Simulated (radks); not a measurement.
Values are calculated unless marked as measured or tabulated.
These are the eigenvalues of the occupied orbitals of an atom or ion with whole-number occupations (Ry). Level of theory: Dirac Kohn-Sham, relativistic LDA (MacDonald-Vosko exchange, VWN5 correlation), spin-unpolarised, spherical densities, finite nucleus; Fermi nuclear charge, rms radius of each element as measured or else 0.836 A^(1/3) + 0.57 fm (a radial shooting solver on a logarithmic mesh with Libxc functionals).

1s1/2: -93.51528
2s1/2: -7.30455
2p1/2: -4.92627
2p3/2: -4.90488

Which element is it, and in what charge state? The configuration may be excited. Open shells, if any, fill j = l - 1/2 first.

Answer. Z = 12, magnesium, charge +2: Mg2+ in [Ne]. The list shows which subshells hold electrons but not how many an open one holds; the 1s level, -46.758 hartree, gives Z - s = 9.7 by -(Z - s)^2/2, which with screening and relativity narrows Z to a few neighbours, and the depths of the outer levels then fix element, charge and occupations together.
